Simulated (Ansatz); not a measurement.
Two isomers of C2H8OSi2: A = `C[SiH]1CO[SiH2]1`, B = `C1C[SiH2][SiH2]O1`.

Computed with Ansatz on PBE0-D4/def2-TZVP structures; ΔE is electronic, products minus reactants. CBS: MP2 limit from def2 TZ/QZ plus the TZ coupled-cluster correction, frozen cores. Functionals use def2-TZVPP. B3LYP here is the variant with VWN-RPA as its local correlation; programs differ in this.

A:

```xyz
13

C     1.7594    0.8676   -0.5211
Si    0.5849   -0.2706    0.3886
C    -1.0639    0.5263    0.9912
O    -2.0369   -0.2201    0.2251
Si   -1.1806   -1.3265   -0.6953
H     2.5595    0.2965   -0.9977
H     2.2203    1.5798    0.1682
H     1.2336    1.4290   -1.2961
H     1.3149   -1.0097    1.4580
H    -1.1565    1.5922    0.7568
H    -1.2658    0.3999    2.0593
H    -1.5612   -2.7326   -0.3805
H    -1.4076   -1.1318   -2.1566
```

B:

```xyz
13

C    -0.464    1.091   -0.772
C     0.893    0.916   -0.086
Si    1.072   -0.901    0.439
Si   -1.256   -1.086    0.513
O    -1.512    0.457   -0.054
H    -0.421    0.691   -1.794
H    -0.730    2.149   -0.848
H     1.700    1.248   -0.745
H     0.929    1.534    0.816
H     1.726   -1.725   -0.615
H     1.825   -1.057    1.710
H    -1.913   -1.214    1.838
H    -1.847   -2.104   -0.401
```

**Question.** Which isomer does CCSD(T)/CBS put lower? Give the gap. (Estimate.)

**Answer.** Computed: B, by 8.7 kcal/mol.

**Question.** Give E(B) − E(A) in kcal/mol with r2SCAN-D4, ωB97M-V, HF/def2-TZVPP, B3LYP, MP2/def2-TZVPP, B2PLYP, B3LYP-D4. (Best estimate.)

**Answer.** Computed: r2SCAN-D4 -8.2, ωB97M-V -7.9, HF/def2-TZVPP -10.2, B3LYP -7.3, MP2/def2-TZVPP -8.6, B2PLYP -8.0, B3LYP-D4 -8.3. None reverses the order clearly.

Largest T1 diagnostic: 0.013.

From PBE to PBE0 (25 % exact exchange), in def2-TZVPP and without D4, E(B) − E(A) moves by −1.2 kcal/mol. The D4 term adds −0.9 kcal/mol with B3LYP and −0.4 kcal/mol with PBE0; it sums over pairs of atoms, weighted by their polarisabilities, and B3LYP, whose exchange is more repulsive, gets the larger term.
